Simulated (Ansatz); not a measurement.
`FC(F)(F)C1=CC(C(F)(F)F)=[O+][Al-]([F])([F])[O]1`, charge 0, multiplicity 1.

Question: Give a relaxed structure at PBE0-D4/def2-TZVP (the Gaussian-basis code of Ansatz). (Best estimate.)

Answer: Ansatz gave: 
```xyz
17

F     2.378   -2.527    0.834
C     2.033   -1.287    1.115
F     3.066   -0.482    0.858
F     1.756   -1.199    2.417
C     0.812   -0.839    0.295
C     0.337    0.450    0.491
C    -0.762    0.905   -0.222
C    -1.242    2.343    0.041
F    -0.256    3.201   -0.225
F    -1.571    2.478    1.326
F    -2.286    2.649   -0.702
O    -1.420    0.254   -1.077
Al   -1.093   -1.458   -1.596
F    -0.592   -1.468   -3.157
F    -2.324   -2.423   -1.102
O     0.339   -1.696   -0.500
H     0.825    1.100    1.202
```
Point group C2v.
This is one stationary point; other conformers may exist.
